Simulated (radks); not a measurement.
The numbers below are computed, except where a source is named.
Q: The lutetium ion Lu2+, 69 electrons, occupied as [Xe] 4f14 6s1. Level of theory: scalar-relativistic Kohn-Sham, Slater X-alpha with alpha = 0.667, spin-unpolarised, spherical densities, finite nucleus; Fermi nuclear charge, rms radius 5.37 fm (a radial shooting solver on a logarithmic mesh with Libxc functionals). Some entries of the table are withheld. Estimate them.

orbital,occ.,eigenvalue (eV),<r> (bohr),r(max) (bohr)
1s,2,-63185.30,0.01934,0.01215
2s,2,-10770.13,0.08190,0.06937
2p,6,-9482.812,0.07294,0.05661
3s,2,-2452.180,0.2129,0.1959
3p,6,-2065.712,0.2125,0.1932
3d,10,-1600.167,0.1925,0.1573
4s,2,-500.0032,0.4783,0.4463
4p,6,-373.0926,0.5082,(1)
4d,10,-207.3647,0.5480,0.4808
5s,2,-77.0291,1.168,1.042
5p,6,-47.4800,1.382,1.193
4f,14,-25.5147,0.7209,0.4679
6s,1,(2),(3),(4)

A: 
(1) 4p r(max) (bohr): 0.4672
(2) 6s eigenvalue (eV): -16.8904
(3) 6s <r> (bohr): 3.072
(4) 6s r(max) (bohr): 2.745
